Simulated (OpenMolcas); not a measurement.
## Ni6+, Pd6+, Pt6+: d⁴ down the group

```
Program             : OpenMolcas 26.06
Method              : CASSCF
Basis               : ANO-R3
Scalar Hamiltonian  : X2C, finite nucleus
Spin-orbit coupling : state interaction with AMFI integrals over the reference wave functions, term energies averaged over their components
```

Active space for each ion: 4 electrons in 5 orbitals (d).

Computed levels in cm-1 above ⁵D₀:

| Level | Ni6+ | Pd6+ | Pt6+ |
| --- | --- | --- | --- |
| ⁵D₁ | 280 | 815 | 6509 |
| ⁵D₂ | 815 | 2134 | 12065 |
| ⁵D₃ | 1569 | 3737 | 16312 |
| ⁵D₄ | 2505 | 5509 | 18941 |
| ³H₄ | 33795 | 24462 | 29236 |
| ³H₅ | 34402 | 26336 | 36474 |
| ³H₆ | 35042 | 27767 | 39548 |
| ³P₁(1) | 37163 | 27620 | 37563 |
| ³F₂(1) | 39056 | 29309 | 36286 |
| weight of ⁵D in the lowest level (%) | 100 | 96 | 64 |

Mixed levels, with the weight of the term that names them: Pt6+ ⁵D₀ (64 %), Pt6+ ⁵D₄ (64 %), Pt6+ ³H₄ (56 %), Pt6+ ³H₆ (72 %), Pt6+ ³F₂(1) (66 %).

Measured, with the error of the calculation in %. Measured levels: Ni6+ from Corliss and Sugar, J. Phys. Chem. Ref. Data 10, 197 (1981).

```json
{"Level": "⁵D₁", "Ni6+": "279 (+0.4)"}
{"Level": "⁵D₂", "Ni6+": "804 (+1.4)"}
{"Level": "⁵D₃", "Ni6+": "1520 (+3.2)"}
{"Level": "⁵D₄", "Ni6+": "2392 (+4.7)"}
{"Level": "³H₄", "Ni6+": "31672 (+6.7)"}
{"Level": "³H₅", "Ni6+": "32286 (+6.6)"}
{"Level": "³H₆", "Ni6+": "32877 (+6.6)"}
{"Level": "³P₁(1)", "Ni6+": "31836 (+16.7)"}
{"Level": "³F₂(1)", "Ni6+": "34247 (+14.0)"}
```

The fine-structure level ⁵D₄ changes by a factor of 7.56 from Ni6+ to Pt6+.

Without spin-orbit coupling ³H lies 33023, 23228, 21098 cm-1 above ⁵D in that order; the difference to the level ³H₄, of either sign, comes from spin-orbit coupling, which also lowers the zero.

Without dynamic correlation excited terms often stand tens of per cent too high (terms of higher spin than the ground term too low), and those without a measured partner can miss by more than the paired ones. Computed and measured levels are paired by configuration, term and J; levels that our copy of the source lacks, or whose pairing is in doubt (as where it misses far off the trend of its configuration), stay unpaired and out of the deviations. Levels of configurations outside the active space are missing.

A number in round brackets counts repeated terms of one configuration in the order of the reference energies.
